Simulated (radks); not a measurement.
Effect of the nuclear size on the terbium ion Tb+, [Xe] 4f9 6s1. Method: Dirac Kohn-Sham, LDA (Slater exchange, Perdew-Wang correlation), spin-unpolarised, spherical densities, finite nucleus; open shells are shared between the two j in proportion to 2j + 1; Fermi nuclear charge, rms radius 5.06 fm; computed with a radial shooting solver on a logarithmic mesh with Libxc functionals. The rms radius is varied about that value; shifts are against it.

[
 {"rms radius (fm)": "4.2049", "total energy shift (eV)": "-6.98", "density at nucleus (e/bohr^3)": "7.18e+05", "1s1/2 shift (meV)": "-2870", "2s1/2 shift (meV)": "-373", "4p1/2 shift (meV)": "0.351", "5s1/2 shift (meV)": "-2.94", "5p1/2 shift (meV)": "0.209", "6s1/2 shift (meV)": "-0.260", "6p1/2 (empty) shift (meV)": "0.076"},
 {"rms radius (fm)": "4.888", "total energy shift (eV)": "-1.48", "density at nucleus (e/bohr^3)": "6.902e+05", "1s1/2 shift (meV)": "-609", "2s1/2 shift (meV)": "-79.2", "4p1/2 shift (meV)": "0.074", "5s1/2 shift (meV)": "-0.623", "5p1/2 shift (meV)": "0.044", "6s1/2 shift (meV)": "-0.055", "6p1/2 (empty) shift (meV)": "0.016"},
 {"rms radius (fm)": "5.06", "total energy shift (eV)": "0", "density at nucleus (e/bohr^3)": "6.839e+05", "1s1/2 shift (meV)": "0.000", "2s1/2 shift (meV)": "0.000", "4p1/2 shift (meV)": "0.000", "5s1/2 shift (meV)": "0.000", "5p1/2 shift (meV)": "0.000", "6s1/2 shift (meV)": "0.000", "6p1/2 (empty) shift (meV)": "0.000"},
 {"rms radius (fm)": "5.394", "total energy shift (eV)": "2.98", "density at nucleus (e/bohr^3)": "6.725e+05", "1s1/2 shift (meV)": "1230", "2s1/2 shift (meV)": "159", "4p1/2 shift (meV)": "-0.149", "5s1/2 shift (meV)": "1.25", "5p1/2 shift (meV)": "-0.089", "6s1/2 shift (meV)": "0.111", "6p1/2 (empty) shift (meV)": "-0.032"},
 {"rms radius (fm)": "6.3048", "total energy shift (eV)": "11.8", "density at nucleus (e/bohr^3)": "6.454e+05", "1s1/2 shift (meV)": "4870", "2s1/2 shift (meV)": "632", "4p1/2 shift (meV)": "-0.590", "5s1/2 shift (meV)": "4.97", "5p1/2 shift (meV)": "-0.354", "6s1/2 shift (meV)": "0.440", "6p1/2 (empty) shift (meV)": "-0.129"}
]

Slopes of the eigenvalues against <r^2> in GHz/fm^2, as finite differences over the two radii next to the reference (eigenvalue slopes, not the field-shift constants of lines): 1s1/2 85400, 2s1/2 11100, 4p1/2 -10.4, 5s1/2 87.2, 5p1/2 -6.21, 6s1/2 7.72, 6p1/2 (empty) -2.26.
